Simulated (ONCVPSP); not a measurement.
**Before and after: ONCV potential for palladium**

* Element: Pd (Z = 46)
* Generator: ONCVPSP 4.0.1
* Type: optimised norm-conserving Vanderbilt (ONCV)
* Functional: LDA (Perdew-Zunger)
* Relativity: scalar-relativistic
* Frozen core: [Ar] 3d10
* Valence charge: 18
* Reference configuration: 4s2 4p6 4d9 5s1
* Partial waves: 4s+5s: rc 1.85 bohr, ncon 3, nbas 7, qcut 6.2 1/bohr, 3 projectors, debl 2.7 Ha; 4p: rc 1.40 bohr, ncon 3, nbas 8, qcut 10.5 1/bohr, 2 projectors, debl 0.6 Ha; 4d: rc 1.30 bohr, ncon 4, nbas 9, qcut 8.4 1/bohr, 2 projectors, debl 2.7 Ha; f scattering state at 0.22 Ha: rc 1.40 bohr, ncon 3, nbas 7, qcut 8.5 1/bohr, 2 projectors, debl 2.2 Ha
* Local potential: polynomial inside 0.90 bohr (lpopt 5, dvloc0 1 Ha)
* Core correction: polynomial model core, fcfact 0.7

In the p channel the program set the typed energies aside and used -2.006, 0.250 Ha.

Change: all radii but the core radius scaled by about 1.17 (s 2.16, p 1.64, d 1.52, f 1.64 bohr); local potential polynomial inside 1.06 bohr (lpopt 5, dvloc0 1 Ha).

Cutoffs: the cutoffs (Ha) at which the residual kinetic energy of the hardest occupied pseudo-wave falls to 1 and 0.1 mHa per electron; they do not see the model core or the augmentation charge, which bear on the density cutoff. Errors are all-electron minus pseudo energies relative to the spin-unpolarised reference configuration.

Task: How do hardness, ghosts and transferability respond?

Result: The potential gets softer (33 Ha and 41 Ha → 28 Ha and 35 Ha); of the 4 tests that both files solve, the error grows in 0 and shrinks in 1 by more than 15 % and 0.3 meV (median size 3.2 → 3.4 meV); neither file shows a bound ghost. A larger radius leaves more room for a smooth pseudo-wave, so fewer plane waves are needed.

```tsv
quantity	base	changed
cutoff, loose	33 Ha	28 Ha
cutoff, tight	41 Ha	35 Ha
loose cutoff by channel	s 8.7 Ha, p 33 Ha, d 30 Ha	s 9.8 Ha, p 25 Ha, d 28 Ha
bound ghosts	none	none
GHOST(+) flags under 300 eV	s at 182.2 eV	s at 211.7 eV
error for 4s2 4p6 4d10 5s0, meV [ΔE -1.44 eV]	-3.9	-3.8
error for 4s2 4p6 4d9 5s0, meV [ΔE 7.95 eV]	-2.7	-3.0
error for 4s2 4p6 4d8 5s0, meV [ΔE 29.03 eV]	-3.6	-4.1
error for 4s2 4p6 4d8 5s1, meV [ΔE 12.36 eV]	-0.6	+0.1
rms error of d²Exc/dni dnj with the model core, mHa	1.77	1.80
```
